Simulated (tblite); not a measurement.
C5H10BrFGe.
Numbering: `[CH2:1]=[C:2]([F:3])[C:4]([CH3:5])([CH3:6])[GeH2:7][Br:8]` (hydrogens: H9, H10 on C1; H11, H12, H13 on C5; H14, H15, H16 on C6; H17, H18 on Ge7)

Computed with GFN2-xTB (tblite), gas phase: L-BFGS steps from a force-field or distance-geometry start until the largest atomic force falls under 0.01 eV/Å.

Step 21: E = -723.1118 eV
```
atom  x, y, z in Å  |  force x, y, z in eV/Å
C1     -1.6502    1.3105   -1.5783   -0.067   0.045   0.117
C2     -1.0819    0.7861   -0.5106   -0.030  -0.111   0.069
F3     -1.4526    1.2811    0.7162    0.059   0.039  -0.052
C4     -0.0135   -0.2299   -0.3331    0.235   0.103   0.222
C5     -0.5123   -1.4002    0.5148   -0.058   0.033  -0.037
C6      0.6096   -0.7110   -1.6344    0.027  -0.022  -0.064
Ge7     1.3916    0.8077    0.7521    0.064  -0.021  -0.064
Br8     3.1274   -0.6274    1.2108   -0.087   0.065  -0.035
H9     -1.4443    0.9723   -2.5756   -0.005   0.047   0.068
H10    -2.3661    2.1038   -1.4310   -0.010  -0.090  -0.188
H11     0.3077   -2.0479    0.8187    0.102  -0.008  -0.040
H12    -1.2172   -1.9968   -0.0582   -0.094  -0.058  -0.048
H13    -1.0182   -1.0456    1.4108    0.001   0.044   0.051
H14     0.0324   -1.5384   -2.0449    0.003   0.025  -0.055
H15     0.6329    0.0920   -2.3720    0.134  -0.051   0.082
H16     1.6337   -1.0675   -1.4628   -0.221   0.013  -0.061
H17     1.0144    1.3751    2.0994   -0.091  -0.037   0.070
H18     1.9979    1.9424   -0.0629    0.038  -0.016  -0.036
```

Step 22: E = -723.1211 eV
```
atom  x, y, z in Å  |  force x, y, z in eV/Å
C1     -1.6532    1.3057   -1.5818   -0.109   0.059   0.117
C2     -1.0842    0.7863   -0.5117   -0.035  -0.083   0.052
F3     -1.4458    1.2883    0.7155    0.037   0.060  -0.073
C4     -0.0132   -0.2255   -0.3318    0.262   0.096   0.240
C5     -0.5037   -1.3983    0.5168   -0.065   0.031  -0.034
C6      0.6096   -0.7075   -1.6313    0.070  -0.030  -0.113
Ge7     1.3864    0.8137    0.7528    0.105  -0.156  -0.110
Br8     3.1144   -0.6384    1.2109   -0.113   0.111  -0.043
H9     -1.4622    0.9569   -2.5781    0.050   0.021   0.065
H10    -2.3657    2.1048   -1.4480   -0.004  -0.106  -0.131
H11     0.3210   -2.0471    0.8039    0.102  -0.035  -0.054
H12    -1.2186   -1.9876   -0.0520   -0.088  -0.067  -0.018
H13    -0.9911   -1.0517    1.4265   -0.023   0.061   0.023
H14     0.0102   -1.5141   -2.0532    0.036   0.055  -0.082
H15     0.6679    0.1060   -2.3575    0.081  -0.091   0.088
H16     1.6242   -1.0943   -1.4586   -0.274   0.024  -0.033
H17     1.0043    1.3657    2.0955   -0.108   0.013   0.167
H18     1.9911    1.9434   -0.0589    0.075   0.038  -0.061
```

Step 23: E = -723.1313 eV
```
atom  x, y, z in Å  |  force x, y, z in eV/Å
C1     -1.6565    1.3000   -1.5833   -0.115   0.029   0.085
C2     -1.0865    0.7854   -0.5109   -0.015  -0.018   0.023
F3     -1.4388    1.2975    0.7145    0.011   0.077  -0.062
C4     -0.0082   -0.2188   -0.3267    0.173   0.039   0.149
C5     -0.4951   -1.3958    0.5186   -0.037   0.013  -0.014
C6      0.6092   -0.7036   -1.6284    0.070  -0.017  -0.105
Ge7     1.3839    0.8181    0.7519    0.118  -0.216  -0.092
Br8     3.0994   -0.6488    1.2100   -0.101   0.131  -0.042
H9     -1.4797    0.9407   -2.5780    0.112  -0.017   0.054
H10    -2.3665    2.1034   -1.4687   -0.021  -0.097  -0.040
H11     0.3364   -2.0457    0.7865    0.056  -0.053  -0.064
H12    -1.2209   -1.9775   -0.0470   -0.049  -0.044   0.032
H13    -0.9628   -1.0567    1.4427   -0.037   0.057  -0.023
H14    -0.0132   -1.4870   -2.0622    0.059   0.092  -0.100
H15     0.7071    0.1189   -2.3408    0.013  -0.106   0.070
H16     1.6095   -1.1224   -1.4546   -0.243   0.001  -0.001
H17     0.9893    1.3541    2.0925   -0.104   0.044   0.210
H18     1.9847    1.9445   -0.0570    0.109   0.084  -0.079
```

Question: Estimate the geometry and energy of step 24. (The exact step hangs on the optimiser's Hessian estimate; all steps are aligned on step 23, rigid shifts and turns removed.)

Answer: E = -723.1395 eV, largest force 0.181 eV/Å
```
atom  x, y, z in Å  |  force x, y, z in eV/Å
C1     -1.6598    1.2950   -1.5827   -0.076  -0.034   0.033
C2     -1.0879    0.7842   -0.5091    0.019   0.048   0.001
F3     -1.4347    1.3064    0.7125   -0.001   0.081  -0.022
C4     -0.0009   -0.2128   -0.3203    0.008  -0.028  -0.005
C5     -0.4890   -1.3938    0.5199    0.011  -0.008   0.001
C6      0.6087   -0.7004   -1.6270    0.017   0.008  -0.033
Ge7     1.3854    0.8180    0.7502    0.083  -0.135  -0.010
Br8     3.0874   -0.6549    1.2085   -0.045   0.105  -0.029
H9     -1.4901    0.9283   -2.5757    0.150  -0.045   0.040
H10    -2.3676    2.1002   -1.4844   -0.056  -0.068   0.037
H11     0.3487   -2.0449    0.7716   -0.010  -0.057  -0.058
H12    -1.2231   -1.9701   -0.0437   -0.003  -0.007   0.073
H13    -0.9429   -1.0586    1.4534   -0.038   0.037  -0.057
H14    -0.0295   -1.4652   -2.0703    0.049   0.105  -0.109
H15     0.7365    0.1260   -2.3275   -0.029  -0.067   0.021
H16     1.5939   -1.1430   -1.4513   -0.129  -0.055   0.023
H17     0.9748    1.3454    2.0929   -0.072   0.035   0.162
H18     1.9813    1.9464   -0.0579    0.119   0.086  -0.070
```

The energy changes by -0.0082 eV. The first-order estimate −F·Δx gives -0.0118 eV and the mean of the old and new forces, exact on a quadratic surface, -0.0082 eV. The step makes an angle of 75° with the force vector and moves no atom by more than 0.033 Å.

What follows is the cost of the whole relaxation. Hardware: an Arm Neoverse V1 with one thread, no GPU, shared host with 32 logical CPUs at a one-minute load of 9.8. Cost: 0.98 s wall.
